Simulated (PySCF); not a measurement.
Gas-phase reaction: 4 Sb(CH3)3 ⇌ 4 SbH3 + 3 C4H8 (cyclic). Level: ωB97M-V/def2-TZVP†; standard pressure 1 bar.

Energies from PySCF, thermal terms from the rigid-rotor harmonic-oscillator model, ideal gas at 1 bar. † marks an energy on the PBE0/def2-TZVP geometry and frequencies. All species are closed-shell singlets. Sb: scalar-relativistic def2 core potential, no spin-orbit coupling. The harmonic model lacks anharmonicity and excited electronic states, which grow with temperature; levels with a mode under 35 cm⁻¹ are left out. Soft modes under 120 cm⁻¹ make the harmonic entropy rough for Sb(CH3)3.

```tsv
T (K)	1000/T (1/K)	log10 K
1000	1.0000	-12.46
1200	0.8333	-8.57
1400	0.7143	-5.83
1600	0.6250	-3.80
1800	0.5556	?
2000	0.5000	-1.02
```

### Question
Fit log10 K = a + b·(1000/T) to the five rows, get the mean ΔH° and ΔS°, and predict log10 K at 1800 K.

### Answer
Means: 1000/T = 0.7345, log10 K = -6.336. Sums of products about the means: Sxy = -3.38116, Sxx = 0.147640, so b = Sxy/Sxx = -22.90 and a = -6.336 − (-22.90)×0.7345 = 10.48.
ΔH° = −R ln 10 × 1000 K × b = −19.145 × (-22.90) = 438 kJ; ΔS° = R ln 10 × a = 201 J/K. The run's own values go from 449 kJ and 210 J/K at 1000 K to 420 kJ and 191 J/K at 2000 K.
Prediction at 1800 K: 10.48 + (-22.90)×0.5556 = -2.24. The computed value is -2.24, 0.00 from the line.
For scale, ΔH°(298 K) is 488 kJ at this level, 475 kJ at ωB97X-V/def2-TZVP†, and runs from 106 to 586 kJ over the 16 levels computed.
